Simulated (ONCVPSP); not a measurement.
# Before and after: ONCV potential for Al

ONCVPSP 4.0.1 input, shortened (lines: element, Z, core and valence counts, functional; n l f; lmax; l rc ep ncon nbas qcut; lloc lpopt rc5 dvloc0; l nproj debl; icmod fcfact rcfact), PBEsol, scalar-relativistic:

```
  Al 13.00    3    2  -116133      upf
    1    0    2.00
    2    0    2.00
    2    1    6.00
    3    0    2.00
    3    1    1.00
    1
    0    2.30    0.00    3    7    2.70
    1    2.35    0.00    4    9    4.20
    4    3    1.85   -1.00
    0    2    2.30
    1    2    1.80
    3    3.75    1.60
```

All-electron outer shells of the reference configuration (PBEsol, scalar-relativistic, ld1.x):

| shell | level (eV) | outermost node (bohr) | outermost maximum (bohr) |
| --- | --- | --- | --- |
| 2s | -107.85 | 0.16 | 0.50 |
| 2p | -69.54 | – | 0.43 |
| 3s | -7.71 | 0.80 | 2.09 |
| 3p | -2.69 | 0.82 | 2.64 |

Change: p: rc 1.86.

Cutoffs: the cutoffs (Ha) at which the residual kinetic energy of the hardest occupied pseudo-wave falls to 1 and 0.1 mHa per electron; they do not see the model core or the augmentation charge, which bear on the density cutoff. Errors are all-electron minus pseudo energies relative to the spin-unpolarised reference configuration.

Predict the effect on cutoff, ghosts and configuration errors.

The potential gets neither clearly harder nor softer (4.1 Ha and 24 Ha → 4.1 Ha and 24 Ha); the errors of the 4 common tests hardly move; neither file shows a bound ghost.

| quantity | base | changed |
| --- | --- | --- |
| cutoff, loose | 4.1 Ha | 4.1 Ha |
| cutoff, tight | 24 Ha | 24 Ha |
| loose cutoff by channel | s 4.1 Ha, p 2.1 Ha | s 4.1 Ha, p 2.1 Ha |
| bound ghosts | none | none |
| GHOST(+) flags under 300 eV | s at 99.7 eV | s at 99.7 eV |
| error for 3s2 3p0, meV [ΔE 5.74 eV] | +2.4 | +2.3 |
| error for 3s1 3p0, meV [ΔE 24.91 eV] | -81 | -82 |
| error for 3s2 3p0.5, meV [ΔE 2.07 eV] | +0.6 | +0.6 |
| error for 3s1 3p1, meV [ΔE 11.53 eV] | -29 | -28 |
| s: phases at 2.33 bohr within 0.05 rad from the reference energy up to (Ha; the scan ends near 5) | 2.5 | 2.5 |
| rms error of d²Exc/dni dnj with the model core, mHa | 2.61 | 2.62 |

Base: The cutoffs count occupied waves only; projector 2 of the s channel, the hardest unoccupied one, needs 31 Ha at the loose tolerance. Changed file: The cutoffs count occupied waves only; projector 2 of the p channel, the hardest unoccupied one, needs 87 Ha at the loose tolerance.
